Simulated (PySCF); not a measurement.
## Radial density of Sn²⁸⁺ (tin, charge +28)

UHF, [Ar] 3d4, high-spin 5D determinant. All numbers are calculated (PySCF 2.14, no relativity, point nucleus, in an even-tempered Gaussian basis (17 s from 3.9 bohr⁻², ratio 2.5; 11 p from 5 bohr⁻², ratio 2.5; 8 d from 5 bohr⁻², ratio 2.5; 4 f from 19 bohr⁻², ratio 2.7; 3 g from 29 bohr⁻², ratio 2.7)).

```csv
r (bohr),4πr²ρ (e/bohr),4πr²(ρα − ρβ)
0.000425,0.1916,0.0000
0.000715,0.5265,0.0000
0.00120,1.419,0.0000
0.00202,3.698,-0.0001
0.00340,9.115,-0.0003
0.00573,20.46,-0.0007
0.00963,39.29,-0.0013
0.0162,58.59,-0.0013
0.0272,61.12,0.0090
0.0458,55.43,0.1479
0.0771,75.51,1.3701
0.130,61.04,7.0641
0.218,42.72,15.2732
0.367,33.42,8.2284
0.617,2.081,0.4541
1.04,0.005607,0.0013
```

A non-relativistic calculation at this Z misses sizeable relativistic shifts. Spin-orbit coupling, absent here, splits the open shell strongly.
